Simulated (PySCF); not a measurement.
Breaking a bond: SMILES B (H3B), singlet. The B1–H4 bond (B1 also carries H, H; H4 carries nothing else) is pulled apart rigidly from the PBE0/def2-TZVP optimised geometry.

Levels of theory: RKS-CAM-B3LYP = restricted CAM-B3LYP/cc-pVTZ in PySCF 2.14.0; UKS-TPSSh = PySCF with unrestricted TPSSh/cc-pVTZ; UKS-CAM-B3LYP = unrestricted CAM-B3LYP/cc-pVTZ in PySCF.

Magnitude of the dipole moment (D; its direction can reverse along the curve, and a method can change to another solution) and Mulliken charge of the fragment that holds B1:

| R / Å | μ RKS-CAM-B3LYP | q RKS-CAM-B3LYP | μ UKS-TPSSh | q UKS-TPSSh | μ UKS-CAM-B3LYP | q UKS-CAM-B3LYP |
|---|---|---|---|---|---|---|
| 0.89 | 0.30 | -0.22 | 0.32 | -0.16 | 0.30 | -0.22 |
| 0.97 | 0.24 | -0.16 | 0.25 | -0.10 | 0.24 | -0.16 |
| 0.99 | 0.22 | -0.15 | 0.23 | -0.09 | 0.22 | -0.15 |
| 1.07 | 0.14 | -0.11 | 0.15 | -0.05 | 0.14 | -0.11 |
| 1.12 | 0.09 | -0.09 | 0.09 | -0.03 | 0.09 | -0.09 |
| 1.16 | 0.04 | -0.07 | 0.04 | -0.02 | 0.04 | -0.07 |
| 1.19 | 0.00 | -0.06 | 0.00 | -0.01 | 0.00 | -0.06 |
| 1.24 | 0.06 | -0.04 | 0.06 | 0.01 | 0.06 | -0.04 |
| 1.27 | 0.10 | -0.02 | 0.11 | 0.02 | 0.10 | -0.02 |
| 1.30 | 0.14 | -0.01 | 0.15 | 0.02 | 0.14 | -0.01 |
| 1.39 | 0.28 | 0.02 | 0.29 | 0.04 | 0.28 | 0.02 |
| 1.47 | 0.40 | 0.03 | 0.42 | 0.05 | 0.40 | 0.03 |
| 1.61 | 0.63 | 0.06 | 0.66 | 0.06 | 0.63 | 0.06 |
| 1.76 | 0.90 | 0.07 | 0.92 | 0.07 | 0.90 | 0.07 |
| 1.97 | 1.27 | 0.09 | 1.29 | 0.09 | 1.27 | 0.09 |
| 2.14 | 1.58 | 0.11 | 1.58 | 0.11 | 1.58 | 0.11 |
| 2.36 | 1.96 | 0.13 | 1.51 | 0.09 | 1.53 | 0.09 |
| 2.61 | 2.36 | 0.14 | 1.45 | 0.07 | 1.34 | 0.07 |
| 2.92 | 2.82 | 0.16 | 1.40 | 0.07 | 1.04 | 0.04 |
| 3.23 | 3.22 | 0.17 | 1.32 | 0.06 | 0.78 | 0.02 |
| 3.58 | 3.61 | 0.17 | 1.22 | 0.05 | 0.60 | 0.01 |
| 4.20 | 4.20 | 0.18 | 1.06 | 0.03 | 0.46 | 0.00 |

At the longest distance RKS-CAM-B3LYP leaves fractional charges on the fragments, a sign of delocalisation error or of the restricted form. The restricted form behind RKS-CAM-B3LYP keeps the bonding electrons paired and can't separate into open-shell fragments. The unrestricted determinant behind UKS-TPSSh, UKS-CAM-B3LYP is spin-contaminated at 2.36 to 4.20 Å (<S²> up to 1.0, against 0.00 for a pure singlet).
